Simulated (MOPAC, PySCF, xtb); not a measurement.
Dissociation curve of BeF, doublet.

- GFN1-xTB (xtb)
- PM7, unrestricted, heats of formation (MOPAC)
- UKS-B3LYP/6-31G* = unrestricted B3LYP/6-31G*, spherical d run with PySCF
- UCCSD(T) = CCSD(T) on UHF/6-31G, 1 core orbital frozen (PySCF)

Energies relative to the lowest point of each curve near equilibrium, in mEh; the last columns give the difference from UCCSD(T):

| R / Å | GFN1-xTB | PM7 | UKS-B3LYP/6-31G* | UCCSD(T) | GFN1-xTB − UCCSD(T) | PM7 − UCCSD(T) | UKS-B3LYP/6-31G* − UCCSD(T) |
|---|---|---|---|---|---|---|---|
| 1.10 | 96.3 | 71.6 | 89.7 | 119.8 | -23.5 | -48.2 | -30.1 |
| 1.17 | 44.2 | 31.2 | 42.2 | 63.0 | -18.8 | -31.8 | -20.8 |
| 1.24 | 16.3 | 9.2 | 15.5 | 28.4 | -12.2 | -19.2 | -12.9 |
| 1.29 | 5.9 | 1.8 | 5.4 | 13.5 | -7.5 | -11.6 | -8.0 |
| 1.32 | 2.4 | 0.0 | 2.1 | 7.5 | -5.1 | -7.5 | -5.4 |
| 1.37 | 0.0 | 0.5 | 0.0 | 1.6 | -1.6 | -1.1 | -1.6 |
| 1.40 | 0.1 | 2.5 | 0.5 | 0.0 | 0.1 | 2.5 | 0.5 |
| 1.46 | 2.8 | 9.5 | 4.5 | 0.4 | 2.4 | 9.1 | 4.1 |
| 1.50 | 6.0 | 15.8 | 8.8 | 2.7 | 3.2 | 13.1 | 6.1 |
| 1.58 | 14.2 | 31.2 | 20.4 | 10.9 | 3.3 | 20.3 | 9.5 |
| 1.72 | 31.7 | 62.1 | 45.7 | 32.1 | -0.5 | 30.0 | 13.6 |
| 1.86 | 49.7 | 93.0 | 73.0 | 56.9 | -7.2 | 36.0 | 16.1 |
| 2.05 | 72.0 | 129.6 | 108.5 | 90.6 | -18.5 | 39.1 | 18.0 |

GFN1-xTB is furthest from UCCSD(T) at 1.10 (-23.5 mEh, below); its mean absolute difference over the points is 8.0 mEh.

PM7 is furthest from UCCSD(T) at 1.10 (-48.2 mEh, below); its mean absolute difference over the points is 20.7 mEh.

UKS-B3LYP/6-31G* is furthest from UCCSD(T) at 1.10 (-30.1 mEh, below); its mean absolute difference over the points is 11.3 mEh.

The scan ran from 1.10 to 5.52 Å; beyond the distances shown one of the unrestricted levels run for this scan, shown here or not, changes its spin distribution in one step.
